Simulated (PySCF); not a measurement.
How methods differ on the ionisation energy of Sc²⁺

Sc²⁺ [Ar] 3d1 (2D) → Sc³⁺ [Ar] (1S), as a difference of total energies. Computed with PySCF 2.14 in def2-SVP, with the non-relativistic Hamiltonian (point nucleus). The calculations carry no spin-orbit coupling.

```
method  ionisation energy (eV)
   UHF                  24.422
 B3LYP                  26.056
 M06-L                  25.359
```

These non-relativistic numbers lack the scalar-relativistic shift.

The reference lies between the lowest fine-structure levels, while these numbers refer to the centres of the terms.

For comparison: 24.757 eV (measured; NIST Atomic Spectra Database, ionization energies).
